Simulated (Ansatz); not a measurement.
Geometry optimisation, RKS BLYP/cc-pVDZ (Ansatz 0.2.0).

Input:

```yaml
crystal:
  periodic: [false, false, false]
  atoms:
    - { symbol: C, position_ang: [1.05779, 0.56231, -2.13936] }
    - { symbol: B, position_ang: [0.13541, 0.60909, -1.14654] }
    - { symbol: S, position_ang: [-1.08675, 0.70567, 0.04449] }
    - { symbol: C, position_ang: [-0.52951, -0.4205, 1.33492] }
    - { symbol: H, position_ang: [1.78725, 0.50149, -2.91042] }
    - { symbol: H, position_ang: [-1.14602, -1.32006, 1.27473] }
    - { symbol: H, position_ang: [0.51875, -0.6848, 1.24497] }
    - { symbol: H, position_ang: [-0.73691, 0.0468, 2.2972] }
total_charge: 1
basis:
  gaussian: { orbitals: cc-pVDZ }
hamiltonian:
  xc: blyp
relax:
  f_tol: 0.02
  max_steps: 50
output:
  orbitals: {}
```

Launched with:

```bash
$ ansatz run input.yaml --threads 1 --pin off --max-ram 2048MiB --backend cpu --events-out ev --progress --plain --runs-dir out
```

**Question.** Where does it end, and by what steps?

**Answer.** It converged. The force dipped under the threshold on the way, but the program's further checks kept it going. Limits of this set-up: the dipole of an ion depends on the origin. After 10 steps the energy has fallen by 0.102 eV; H6 moved furthest, 0.27 Å.

```json
{"step": "0", "energy less start (eV)": "0.0000", "largest force component (eV/Å)": "0.791", "accepted": "yes"}
{"step": "1", "energy less start (eV)": "-0.0809", "largest force component (eV/Å)": "0.403", "accepted": "yes"}
{"step": "2", "energy less start (eV)": "-0.0979", "largest force component (eV/Å)": "0.215", "accepted": "yes"}
{"step": "3", "energy less start (eV)": "-0.0980", "largest force component (eV/Å)": "0.178", "accepted": "yes"}
{"step": "4", "energy less start (eV)": "-0.1008", "largest force component (eV/Å)": "0.043", "accepted": "yes"}
{"step": "5", "energy less start (eV)": "-0.1012", "largest force component (eV/Å)": "0.043", "accepted": "yes"}
{"step": "6", "energy less start (eV)": "-0.1019", "largest force component (eV/Å)": "0.020", "accepted": "yes"}
{"step": "7", "energy less start (eV)": "-0.1022", "largest force component (eV/Å)": "0.038", "accepted": "yes"}
{"step": "8", "energy less start (eV)": "-0.1023", "largest force component (eV/Å)": "0.024", "accepted": "yes"}
{"step": "9", "energy less start (eV)": "-0.1024", "largest force component (eV/Å)": "0.007", "accepted": "yes"}
{"step": "10", "energy less start (eV)": "-0.1025", "largest force component (eV/Å)": "0.012", "accepted": "yes"}
```

```xyz
8
Properties=species:S:1:pos:R:3
C 1.101 0.632 -2.208
B 0.166 0.544 -1.187
S -1.122 0.558 -0.045
C -0.551 -0.470 1.401
H 1.865 0.676 -2.987
H -1.299 -1.286 1.492
H 0.472 -0.851 1.249
H -0.631 0.197 2.284
```

Whether the end is a true minimum wasn't checked by a vibrational analysis.

The run took 69 s on 1 CPU thread of a shared host.
